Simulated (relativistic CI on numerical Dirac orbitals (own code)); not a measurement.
**Tc6+: resonant inelastic scattering at the M2,3 edge**

Computed with this model: Dirac-Coulomb-Breit CI, KLI orbitals optimised for each configuration, model QED, Kramers-Heisenberg scattering through one core-hole configuration in a parametric crystal field, unscaled Slater integrals; configurations [Kr] 4d → [Ne] 3s2 3p5 3d10 4s2 4p6 4d2; 10 K; core-hole width 1.2 eV; summed over polarisations. Incident energies are the highest absorption maxima for each field (at most a few, so the weaker spin-orbit partner edge can be absent), on the computed scale of the free ion. Intensities are in per cent of the strongest line above 0.02 eV; levels within 1 cm⁻¹ are merged; final levels count from the ground level, the first row holds all elastic scattering, lines under 0.4 are left out and each table stops after 24 rows. The scale of the Slater integrals is a model choice and moves the terms in proportion.

Field parameters in Wybourne normalisation: D3d B²₀ = −7Dσ, B⁴₀ = −14Dq − 21Dτ, B⁴₃ = −14√(10/7) Dq. The field is a parameter set, without covalency.

S is read from ⟨S²⟩ = S(S + 1).

D3d, 10Dq = 34650, Dσ = -1200, Dτ = -140 cm⁻¹:

```tsv
Final level (eV)	Degeneracy	Irrep	S	439.5 eV	442.7 eV	444.1 eV
0.000	2	Γ5+Γ6	0.50	832.0	729.1	625.0
0.160	2	Γ4	0.50	93.5	55.1	37.3
0.686	2	Γ4	0.50	80.1	50.4	28.2
4.529	2	Γ4	0.50	3.8	91.9	52.6
4.545	2	Γ5+Γ6	0.50	3.5	100.0	76.4
```

D3d, 10Dq = 34650, Dσ = -860, Dτ = -140 cm⁻¹:

```csv
Final level (eV),Degeneracy,Irrep,S,439.5 eV,442.7 eV,444.1 eV
0.000,2,Γ5+Γ6,0.50,787.5,714.9,633.2
0.145,2,Γ4,0.50,99.4,52.3,35.7
0.562,2,Γ4,0.50,75.8,56.7,27.7
4.479,2,Γ4,0.50,3.7,91.2,50.1
4.490,2,Γ5+Γ6,0.50,3.3,100.0,75.6
```

D3d, 10Dq = 34650, Dσ = -510, Dτ = -140 cm⁻¹:

```
Final level (eV)  Degeneracy  Irrep     S  439.6 eV  442.7 eV  444.1 eV
           0.000           2  Γ5+Γ6  0.50     646.0     619.0     569.4
           0.123           2     Γ4  0.50     100.0      41.8      30.3
           0.443           2     Γ4  0.50      59.9      57.2      24.0
           4.431           2     Γ4  0.50       3.3      80.9      42.0
           4.436           2  Γ5+Γ6  0.50       2.8      88.8      66.1
```

For the first field the strongest loss at the lowest incident energy is the level at 0.16 eV (S = 0.50, against 0.50 in the thermal ground state).
